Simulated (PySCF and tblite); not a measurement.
3 diastereomers of C₁₁H₁₈N₂, numbered alike:

```tsv
isomer	SMILES	descriptors (one enantiomer)	sequence (m meso, r racemo)
A	[CH3:1][CH2:2][C@@H:3]([CH2:4][C@@H:5]([CH3:6])[C:7]#[N:8])[CH2:9][C@H:10]([CH3:11])[C:12]#[N:13]	3r, 5R, 10S	rr
B	[CH3:1][CH2:2][CH:3]([CH2:4][C@H:5]([CH3:6])[C:7]#[N:8])[CH2:9][C@H:10]([CH3:11])[C:12]#[N:13]	5S, 10S	rm
C	[CH3:1][CH2:2][C@H:3]([CH2:4][C@@H:5]([CH3:6])[C:7]#[N:8])[CH2:9][C@H:10]([CH3:11])[C:12]#[N:13]	3s, 5R, 10S	mm
```

Each isomer is a Boltzmann average at 298.15 K over at most 5 conformers: GFN2-xTB geometries, energies PBE0/6-31G* (D3(BJ) added where defined), GIAO shieldings PBE0/6-31G*, GFN2-xTB thermal terms. Programs: PySCF with density fitting and tblite.

Problem. What shifts does each isomer give (ppm; of two unlike H on one atom, a is the less shielded)?

Solution. 
A (rr): ¹H (against TMS): 2.57 (H5/H10, 2H), 1.90 (H4a/H9a, 2H), 1.86 (H3, 1H), 1.63 (H4b/H9b, 2H), 1.53 (H2, 2H), 1.39 (H6/H11, 6H), 1.05 (H1, 3H). ¹³C (against TMS): 113.3 (C7/C12), 39.4 (C4/C9), 38.7 (C3), 29.4 (C2), 22.6 (C5/C10), 20.0 (C6/C11), 13.5 (C1). ¹⁵N (against NH3): 251.4 (N8/N13).

B (rm): ¹H (against TMS): 2.59 (H5, 1H), 2.59 (H10, 1H), 2.21 (H3, 1H), 1.99 (H4a, 1H), 1.92 (H9a, 1H), 1.82 (H2a, 1H), 1.73 (H4b, 1H), 1.60 (H9b, 1H), 1.41 (H2b, 1H), 1.40 (H11, 3H), 1.36 (H6, 3H), 1.05 (H1, 3H). ¹³C (against TMS): 113.5 (C12), 112.3 (C7), 40.7 (C4), 38.8 (C9), 37.3 (C3), 26.3 (C2), 22.9 (C5), 21.3 (C10), 20.6 (C11), 20.2 (C6), 12.2 (C1). ¹⁵N (against NH3): 253.7 (N13), 252.2 (N8).

C (mm): ¹H (against TMS): 2.80 (H5/H10, 2H), 2.32 (H3, 1H), 1.98 (H4a/H9a, 2H), 1.88 (H4b/H9b, 2H), 1.55 (H2, 2H), 1.37 (H6/H11, 6H), 1.06 (H1, 3H). ¹³C (against TMS): 113.2 (C7/C12), 37.5 (C3), 36.5 (C4/C9), 28.5 (C2), 20.7 (C6/C11), 19.9 (C5/C10), 13.8 (C1). ¹⁵N (against NH3): 251.3 (N8/N13).

Problem. Which carbons tell the isomers apart best?

Solution. C4: 39.4 in A, 40.7 in B, 36.5 in C; C2: 29.4 in A, 26.3 in B, 28.5 in C; C5: 22.6 in A, 22.9 in B, 19.9 in C ppm.

The conformer set may be incomplete (the search or the number kept was capped). Unscaled ¹⁵N shifts at such levels can be off by tens of ppm; differences between conformers or isomers are more reliable. Shifts are unscaled: against experiment ¹³C can be off by 15 ppm or more and ¹H by 0.8 ppm.


¹⁵N shifts are against a computed isolated NH3 molecule, about 20 ppm from the liquid.